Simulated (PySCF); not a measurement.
**Working out the ionisation energy of Ne²⁺**

Ne²⁺ [He] 2s2 2p4 (3P) → Ne³⁺ [He] 2s2 2p3 (4S). All numbers are calculated (PySCF 2.14, no relativity, point nucleus, in aug-cc-pwCVDZ). Frozen: nothing. Energies in hartree (1 hartree = 27.21139 eV):

| part | Ne²⁺ (lower) | Ne³⁺ (upper) |
| --- | --- | --- |
| UHF | -126.322715 | -124.056944 |
| MP2 opposite-spin | -0.106547 | -0.082962 |
| MP2 same-spin | -0.031681 | -0.024498 |

**Question.** What does Hartree-Fock give?

**Answer.** (-124.056944) − (-126.322715) = 2.265771 hartree = 61.655 eV.

**Question.** What do MP2 and SCS-MP2 (6/5 opposite-spin, 1/3 same-spin) give?

**Answer.** The opposite-spin parts differ by 0.642 eV and the same-spin parts by 0.195 eV. MP2: 61.655 + (0.642) + (0.195) = 62.492 eV. SCS-MP2: 61.655 + 1.2 × (0.642) + (0.195)/3 = 62.490 eV.

A first-order spin-orbit estimate adds 0.035 eV to MP2 (valence and next inner shell), giving 62.527 eV against 63.423 eV (measured; NIST Atomic Spectra Database, ionization energies).

A double-zeta basis recovers only part of the correlation energy.

What remains against the reference includes basis incompleteness and correlation beyond second order.
